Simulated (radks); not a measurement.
K I, configuration [Ar] 4s1. All-electron calculation, scalar-relativistic Kohn-Sham, LDA (Slater exchange, VWN5 correlation), spin-polarised, spherical densities, point nucleus; open shells are filled with parallel spins first; hard spherical wall at 15 bohr. Program: a radial shooting solver on a logarithmic mesh with Libxc functionals.

Normalised radial functions P(r) = r R(r), r in bohr:

```
   r/bohr * 2p down, o 3p up, + 4p up (the largest magnitude, 1.62, reaches the edge; | marks zero, & curves that meet)
 0.009023                             &
  0.01368                             &*
  0.02057                             &*
  0.03118                             +o *
  0.04689                             + o  *
  0.07108                             |+ o      *
   0.1069                             |+   o          *
    0.162                             |+     o               *
   0.2437                             |+     o                   *
   0.3694                             |+ o                    *
   0.5555                         o  +|              *
    0.842                 o         + |     *
    1.266              o            + |*
    1.919                   o         &
    2.887                         o   *   +
    4.376                            o*      +
     6.58                             &      +
    9.975                             &   +
       15                             &
```

2p down: eigenvalue -279.93 eV, 0 radial nodes, <r> = 0.351 bohr, 90 % of the charge inside 0.581 bohr. 3p up: eigenvalue -18.791 eV, 1 radial node at r = 0.451 bohr, <r> = 1.44 bohr, 90 % of the charge inside 2.26 bohr. 4p up (empty): eigenvalue -0.929 eV, 2 radial nodes at r = 0.443, 1.88 bohr, <r> = 6.30 bohr, 90 % of the charge inside 9.36 bohr.
